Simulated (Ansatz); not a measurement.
Si9H15, relaxed as a doublet with UKS r2SCAN-D4/def2-SVP in Ansatz, starting from the GFN2-xTB geometry. Force threshold 0.03 eV/Å.

The structure comes from a short search, and lower isomers may exist.

Start:

```xyz
24

Si    0.021   -1.029    2.479
Si   -2.661    0.482   -0.113
Si    1.492    0.351    1.322
Si   -1.218   -2.332    0.967
Si    0.486    2.179   -1.979
Si    0.609   -0.217   -2.122
Si   -1.399   -1.202   -1.292
Si    2.305   -0.769   -0.616
Si    0.742    2.440    0.373
H    -0.825   -0.141    3.318
H    -0.812    2.691   -2.623
H     3.636   -0.302   -1.031
H    -1.644   -2.459   -2.360
H    -3.829    1.278   -0.554
H     1.679    3.458    0.712
H    -0.619   -3.707    0.945
H     0.942   -0.810   -3.476
H     2.645    0.715    2.099
H     0.714   -1.812    3.518
H     1.508    2.943   -2.810
H     2.543   -2.208   -0.512
H    -0.506    2.917    0.961
H    -2.557   -2.554    1.592
H    -3.253    0.088    1.202
```

```
step  energy (eV)  largest force component (eV/Å)  SCF passes
   1  -71113.5063                           1.598          21
   2  -71114.3164                           0.732          25
   3  -71114.6207                           0.452          20
   4  -71114.7718                           0.177          20
   5  -71114.8270                           0.060          20
   6  -71114.8329                           0.127          20
   7  -71114.8403                           0.061          20
   8  -71114.8408                           0.035          19
   9  -71114.8423                           0.007          20
```

Force components are those of the run's own axes.

End:

```xyz
24

Si    0.052   -0.894    2.437
Si   -2.786    0.565   -0.238
Si    1.690    0.383    1.316
Si   -0.956   -2.405    0.940
Si    0.385    2.014   -1.821
Si    0.475   -0.332   -2.008
Si   -1.486   -1.209   -1.011
Si    2.322   -0.801   -0.623
Si    0.768    2.399    0.482
H    -0.999    0.005    3.016
H    -0.905    2.595   -2.310
H     3.572   -0.234   -1.224
H    -2.217   -2.066   -2.006
H    -3.421    1.447   -1.264
H     1.762    3.508    0.651
H    -0.003   -3.520    0.638
H     0.619   -0.830   -3.413
H     2.839    0.659    2.238
H     0.691   -1.650    3.562
H     1.511    2.627   -2.597
H     2.525   -2.262   -0.369
H    -0.482    2.773    1.215
H    -2.198   -2.987    1.543
H    -3.757    0.216    0.844
```

By distances, no bond broke or formed. The bond that changes most is Si4–Si7, from 2.53 to 2.35 Å (atoms count from 1).

No frequencies were taken in this run, so the end may be a saddle point.

It took 2.3 min on 6 threads of Intel Xeon on a shared host, peak host memory 0.6 GiB.
